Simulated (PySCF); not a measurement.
## C₆ coefficients of unlike pairs at PBE

Calculated with PySCF 2.14 from the dipole response of each species, C₆(A,B) = (3/π) ∫ α_A(iu) α_B(iu) du, in atomic units, from isotropic polarisabilities. For ions this is the dispersion term alone; charge-induced terms of lower order in 1/R come first.

| species | configuration | basis | relativity | α (bohr³) | C₆ (like pair) |
| --- | --- | --- | --- | --- | --- |
| F | [He] 2s2 2p5 (2P) | aug-cc-pCVTZ-DK with one added diffuse shell each of s, p, d, f type (8s7p5d3f) | spin-free X2C | 4.241 | 11.45 |
| I⁺ | [Kr] 4d10 5s2 5p4 (3P) | x2c-QZVPPall with one added diffuse shell each of s, p, d, f type (14s10p8d5f1g) | spin-free X2C | 20.60 | 179.0 |
| I²⁺ | [Kr] 4d10 5s2 5p3 (4S) | aug-cc-pwCVTZ-DK3 (10s9p7d4f1g) | spin-free X2C | 13.78 | 96.56 |
| Co²⁺ | [Ar] 3d7 (4F) | aug-cc-pVDZ (7s6p4d2f) | none | 3.582 | 9.988 |

Q: Estimate C₆ for I⁺ with F.

A: The integral gives 44.35. The combination rule 2 C_A C_B / (C_A α_B/α_A + C_B α_A/α_B) gives 44.33 and the geometric mean 45.27.

No spin-orbit coupling is included.

The other pairs:

| pair | C₆ |
| --- | --- |
| I²⁺, I⁺ | 131.0 |
| Co²⁺, I²⁺ | 30.15 |
| I²⁺, F | 33.01 |
| Co²⁺, F | 10.59 |
| Co²⁺, I⁺ | 40.11 |
